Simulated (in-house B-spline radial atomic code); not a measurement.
A fraction x of an electron is removed from 3d in As VI (As5+), starting from [Ar] 3d10 and keeping the highest spin. Level of theory: scalar-relativistic (X2C) LDA VWN5, spin-polarised, spherical fractional occupations, Fermi nucleus of rms radius 4.0968 fm; calculated with a radial B-spline atomic code at the basis-set limit.

```csv
x,E(x) - E(0) (eV),3d down level (eV)
0,0.0000,-107.560
0.11,11.9976,-110.583
0.17,18.6824,-112.243
0.3,33.5090,-115.865
0.47,53.6123,-120.654
0.5,57.2447,-121.505
0.53,60.9026,-122.358
0.63,73.2811,-125.215
0.78,92.3869,-129.537
0.98,118.8761,-135.368
1,121.5893,-135.956
```

The exact functional would give a straight line between the two integer points. Deviations E(x) - E(0) - x[E(1) - E(0)], in eV: -1.377 at x = 0.11, -1.988 at x = 0.17, -2.968 at x = 0.3, -3.535 at x = 0.47, -3.55 at x = 0.5, -3.54 at x = 0.53, -3.32 at x = 0.63, -2.453 at x = 0.78, -0.281 at x = 0.98.

The curve lies below the straight line by up to 3.55 eV (at x = 0.5): convex, the delocalisation error that favours fractional charges.

Q: How well does Slater's transition state (minus the level at half occupation) give the ionisation energy?

A: It gives 121.505 eV against 121.589 eV from the two total energies; NIST lists 121.19 eV, ground level to ground level.
